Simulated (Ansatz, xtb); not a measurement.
## Relaxing a trial structure of CHF2Si−

The starting geometry of this gas-phase singlet has its atoms placed at random.

```json
{"atom": "C", "x (Å)": "-1.1374", "y (Å)": "0.4169", "z (Å)": "0.9045"}
{"atom": "F", "x (Å)": "-1.5396", "y (Å)": "1.0094", "z (Å)": "-0.4630"}
{"atom": "F", "x (Å)": "-1.9755", "y (Å)": "-0.1349", "z (Å)": "-0.2356"}
{"atom": "Si", "x (Å)": "-0.1704", "y (Å)": "-0.0881", "z (Å)": "-2.0432"}
{"atom": "H", "x (Å)": "-1.2941", "y (Å)": "-0.3836", "z (Å)": "-1.2867"}
```

Q: One run relaxed it with r2SCAN-D4/def2-SVPD. What is a likely outcome?

A: It ends as `F/[C-]=[SiH]/F`. Distances that change by over a tenth: C1–F2 (1.54 → 2.86 Å), Si4–H5 (1.39 → 1.53 Å). Contacts that open: F2–F3 (1.25 → 4.14 Å). Contacts that close: C1–F3 (1.52 → 1.41 Å), C1–Si4 (3.14 → 1.78 Å), F2–Si4 (2.36 → 1.69 Å).

The energy falls by 20.34 eV over 24 steps:

```json
{"step": "1", "E − E(last) (eV)": "20.337"}
{"step": "4", "E − E(last) (eV)": "4.156"}
{"step": "6", "E − E(last) (eV)": "2.289"}
{"step": "9", "E − E(last) (eV)": "1.346"}
{"step": "11", "E − E(last) (eV)": "1.081"}
{"step": "14", "E − E(last) (eV)": "0.706"}
{"step": "16", "E − E(last) (eV)": "0.166"}
{"step": "19", "E − E(last) (eV)": "0.027"}
{"step": "21", "E − E(last) (eV)": "0.004"}
{"step": "24", "E − E(last) (eV)": "0.000"}
```

Final geometry (Å):

```xyz
5

C    -1.3315    0.1225    0.6632
F    -0.7059    1.8846   -1.5018
F    -1.7107   -1.1583    1.1148
Si   -0.8932    0.2667   -1.0525
H    -1.4755   -0.2958   -2.3477
```

From the same start GFN2-xTB ends elsewhere, at `FC(F)=[SiH-]`.

From so rough a start the end depends on the optimiser's path, so another program may land elsewhere. No frequencies were run, so the end isn't proven a minimum. Run with Ansatz 0.2.0, 78 s on 1 thread of Arm Neoverse V1 (shared host).
